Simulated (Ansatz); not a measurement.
Breaking the Ge1–F2 bond in BrFGe (SMILES [F][Ge][Br]) (multiplicity 1 held, fragments rigid). Energies count from the point at 1.762 Å.
Geometry at that point (charge 0, multiplicity 1):
```
atom    x (Å)    y (Å)    z (Å)
----  -------  -------  -------
Ge     0.5401  -0.4560   0.8125
F      1.4905  -1.3280  -0.3878
Br    -0.8771   0.7584  -0.6431
```

Signs of static correlation in cc-pVDZ, from Ansatz (a program for electronic structure) runs.

```csv
R (Å),T1 of restricted CCSD,⟨S²⟩ of UHF,largest double amplitude of restricted CCSD
1.410,0.013,0.000,0.066
1.586,0.015,0.000,0.064
1.762,0.017,0.000,0.063
1.938,0.020,0.000,0.058
2.114,0.023,0.000,0.054
2.379,0.029,0.000,0.072
2.643,0.037,___,0.127
3.083,0.061,0.947,___
3.524,0.105,1.014,0.460
4.052,0.165,1.014,0.876
4.757,0.220,1.014,1.406
5.638,0.237,1.014,1.656
```

**Question.** Complete the blanks.

**Answer.** 
- 2.643, ⟨S²⟩ of UHF: 0.716
- 3.083, largest double amplitude of restricted CCSD: 0.239

Doubts at one or more of the structures used: a restricted determinant that unrestricted orbitals would lower (R-CCSD(T)/cc-pVDZ); T1 above 0.05 (R-CCSD(T)/cc-pVDZ, U-CCSD(T)/cc-pVDZ); other coupled-cluster roots lie near (R-CCSD(T)/cc-pVDZ); a spin-contaminated determinant (U-CCSD(T)/cc-pVDZ).
